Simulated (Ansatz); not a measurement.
`C[As]1C[SiH2]1` and `C1[SiH2][AsH]1` differ in one atom or group.

Ansatz, PBE0-D4/def2-TZVP geometries, multiplicity 1. 

Scalar relativity is left out up to krypton.

| property | `C[As]1C[SiH2]1` |
| --- | --- |
| HOMO energy (PBE0/def2-TZVPP) / eV | -6.52 |
| HOMO energy (ωB97M-V/def2-TZVPP) / eV | -8.51 |
| LUMO energy (ωB97M-V/def2-TZVPP) / eV | 1.50 |
| HOMO energy (B3LYP/def2-TZVPP) / eV | -6.32 |
| LUMO energy (B3LYP/def2-TZVPP) / eV | -0.38 |
| HOMO energy (PBE/def2-TZVPP) / eV | -5.55 |

Question: Give the same properties after the change, and the shifts. (Estimate.)

Answer: Ansatz gave: 
```csv
property,`C1[SiH2][AsH]1`,shift
HOMO energy (PBE0/def2-TZVPP) / eV,-6.89,-0.37
HOMO energy (ωB97M-V/def2-TZVPP) / eV,-8.86,-0.35
LUMO energy (ωB97M-V/def2-TZVPP) / eV,1.39,-0.11
HOMO energy (B3LYP/def2-TZVPP) / eV,-6.67,-0.35
LUMO energy (B3LYP/def2-TZVPP) / eV,-0.53,-0.15
HOMO energy (PBE/def2-TZVPP) / eV,-5.90,-0.35
```

With PBE0 the HOMO falls by 0.37 eV and the LUMO falls by 0.14 eV, so the gap widens by about 0.23 eV. PBE moves the HOMO by -0.35 eV and ωB97M-V by -0.35 eV.

B3LYP here is the variant with VWN-RPA as its local correlation; programs differ in this.
